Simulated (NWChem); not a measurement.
System: CH5BO2S; SMILES O(C)B(S)O

```xyz
10

B     -0.5972    -0.0886     0.0485
O     -1.8457    -0.6012     0.1957
H     -1.9035    -1.5526     0.0907
O     -0.4663     1.2486     0.1892
C      0.7519     1.9288     0.0661
H      1.1925     1.7994    -0.9378
H      0.5671     3.0002     0.2275
H      1.4884     1.5865     0.8138
S      0.9060    -1.0940    -0.3266
H      0.3006    -2.2985    -0.3702
```
Atoms are numbered in this order, from 1.

Coordinates come from a PBE0/def2-SVP optimisation.

### Question
Give the principal values of the shielding tensors (ppm) of B1, O2, O4, C5, S9 from KT2/pcSseg-1, GIAO (NWChem), with their diamagnetic and paramagnetic parts as GIAO splits them.

### Answer
```tsv
atom	σ11	σ22	σ33	isotropic	diamagnetic	paramagnetic
B1	66.1	73.2	84.7	74.7	198.8	-124.1
O2	92.7	214.3	266.7	191.2	389.2	-198.0
O4	45.8	285.2	319.3	216.8	393.7	-176.9
C5	100.2	104.2	182.3	128.9	248.5	-119.6
S9	581.1	590.3	800.4	657.3	1059.2	-402.0
```
